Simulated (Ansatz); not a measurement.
Ideal-gas functions of `F[SiH2]SS` at 298.15 K and 1 bar, from an Ansatz frequency run at PBE0-D4/def2-TZVP.

Molar mass 114.24 g/mol, point group C1 (symmetry number 1), electronic degeneracy 1, moments of inertia 56.935, 277.174, 324.575 u Å². Harmonic wavenumbers (cm⁻¹, unscaled): 115, 121, 223, 322, 525, 551, 616, 726, 865, 890, 898, 954, 2255, 2272, 2671.

Use S(trans) = R[1.5 ln M + 2.5 ln T − 1.1517]; rotational temperatures θ = 24.2544 K / I; S(rot) = R[ln(√π/σ · √(T³/θAθBθC)) + 1.5]; for each mode x = 1.438777 ν̃/T, S = R[x/(eˣ − 1) − ln(1 − e⁻ˣ)] and H = RT x/(eˣ − 1); 1 cm⁻¹ = 0.0119627 kJ/mol; R = 8.31446 J/(mol·K).

**Question.** By hand: the entropy, in J/(mol·K).

**Answer.** Translation 167.9. Rotation: θ = 0.426, 0.0875, 0.0747 K, giving 112.7. Vibration, mode by mode: 13.32, 12.90, 8.09, 5.44, 2.50, 2.27, 1.77, 1.16, 0.67, 0.61, 0.59, 0.47, 0.00, 0.00, 0.00, in all 49.8. Electronic 0.0. Sum 330.4 J/(mol·K).

**Question.** By hand: H − E and G − E in kJ/mol, counted from the electronic energy.

**Answer.** Zero-point energy ½ × 14004 × 0.0119627 = 83.8; thermal vibration 8.4; translation, rotation and pV give 4 RT = 9.9. H − E = 102.1 kJ/mol, and G − E = 102.1 − 298.15 × 330.4/1000 = 3.6 kJ/mol.

Vibration gives 15 % of the entropy, 26.2 J/(mol·K) of it from the modes under 150 cm⁻¹: soft modes count most, and the harmonic formula is weakest for them. The sum counts one conformer and one mirror image; others add a mixing term.
